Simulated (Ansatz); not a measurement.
Single points on SiSe₂.

```yaml
crystal:
  periodic: [false, false, false]
  atoms:
    - {symbol: Si, position_ang: [1.108854, -0.148166, 0.027501]}
    - {symbol: Se, position_ang: [-0.606968, -0.031767, 1.534975]}
    - {symbol: Se, position_ang: [-0.501896, 0.179934, -1.562466]}
basis:
  gaussian: {orbitals: def2-TZVP, initial_orbitals: start.molden}
magnetization: {spin_polarized: true, initial_magnetization: 4}
hamiltonian: {xc: {name: r2SCAN0}, dispersion: d4}
scf: {omitted_lower_state_checks: [starts]}
output: {orbitals: {seedname: orbitals}}
```

The file start.molden holds the orbitals of an earlier run on this structure, at another level or in another basis.

```sh
$ ansatz run in.yaml --threads 4 --pin off --events-out ev --progress --plain --max-ram 3916MiB
```

Shortened log:

```
Functional definition: r2SCAN0
876 factors; integrals over basis functions are off by at most 5.9e-4 eV
mean field evaluation 1: about -138572.7172 eV, gradient 6.0e0 eV
mean field evaluation 2: about -138572.7609 eV, gradient 8.1e-2 eV
mean field evaluation 4: about -138572.8494 eV, gradient 1.3e-3 eV
mean field evaluation 8: about -138572.8495 eV, gradient 5.3e-5 eV
mean field -138572.84945432 eV, -5092.4582893953 hartree, gradient 1.7e-5 eV, S^2 6.029312; 0 other end points of the search recorded, 0 dependent functions left out
reference -138572.84946324 eV, -5092.4582897232 hartree; 43, 39 occupied and 90, 94 virtual orbitals, 876 factors
Total energy: -138572.88108466 eV, -5092.4594517890 hartree
Checks for a lower state left out: starts
```

Run time 11 s (4 threads of Arm Neoverse V1 on a shared host).

As the first input, with `gaussian: {orbitals: 6-31G}`, `hamiltonian: {xc: {name: B3LYP}, dispersion: d4}` (abridged; 1.3 s):

```
Functional definition: B3LYP
mean field evaluation 16: about -138555.6711 eV, gradient 7.6e-5 eV
mean field -138555.67108290 eV, -5091.8269958897 hartree, gradient 6.6e-6 eV, S^2 6.006076
Total energy: -138555.89307185 eV, -5091.8351538331 hartree
Checks for a lower state left out: starts
```

The first input with `hamiltonian: {xc: r2scan, dispersion: d4}` (abridged; 4.8 s):

```
Functional definition: r2SCAN
mean field -138573.54219224 eV, -5092.4837470443 hartree, gradient 2.0e-5 eV, S^2 6.018044
Total energy: -138573.56608627 eV, -5092.4846251338 hartree
Checks for a lower state left out: starts
```

First input, but with `hamiltonian: {xc: {name: CAM-B3LYP}, dispersion: d4}` (abridged; 6 s):

```
Functional definition: CAM-B3LYP
mean field -138581.07980267 eV, -5092.7607491184 hartree, gradient 6.8e-6 eV, S^2 6.022716
Total energy: -138581.19741940 eV, -5092.7650714536 hartree
Checks for a lower state left out: starts
```

As the first input, with `gaussian: {orbitals: 6-31G}`, `hamiltonian: {xc: hf}` (abridged; 1.1 s):

```
Functional definition: HF
mean field evaluation 16: about -138445.5071 eV, gradient 8.0e-3 eV
mean field evaluation 32: about -138445.8752 eV, gradient 1.0e-2 eV
mean field -138445.87523720 eV, -5087.7920729825 hartree, gradient 2.8e-6 eV, S^2 6.019476
Total energy: -138445.87523720 eV, -5087.7920729825 hartree
Checks for a lower state left out: starts
```

The first input with `hamiltonian: {xc: {name: BHLYP}, dispersion: d4}` (abridged; 7.5 s):

```
Functional definition: BHLYP
mean field evaluation 16: about -138573.7098 eV, gradient 8.8e-6 eV
mean field -138573.70978177 eV, -5092.4899058458 hartree, gradient 8.8e-6 eV, S^2 6.029735
Total energy: -138573.94051649 eV, -5092.4983851904 hartree
Checks for a lower state left out: starts
```

Geometry: PBE-D4/def2-TZVP.

The 6-31G sets use Cartesian d functions. B3LYP takes the VWN-RPA correlation. At PBE0-D4/def2-TZVP a singlet of charge 0 lies 3.77 eV below the quintet, each at its own geometry. The structure comes from a short search, and lower isomers may exist.
